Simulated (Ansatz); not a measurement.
Question: Name a neutral molecule of C, N, S, Si and H with HOMO–LUMO gap (ωB97M-V/def2-TZVPP) between 10.35 and 10.65 eV and HOMO energy (ωB97M-V/def2-TZVPP) between -8.85 and -8.55 eV (Ansatz, PBE0-D4/def2-TZVP geometry).

Answer: `NC1=N[SiH]1S` (10.46 eV, -8.63 eV); `SC[SiH]1CN1` (10.46 eV, -8.75 eV); `C=CS[SiH2]N` (10.50 eV, -8.67 eV). Other molecules can fit too; these were computed, each in one conformer that needn't be the lowest.
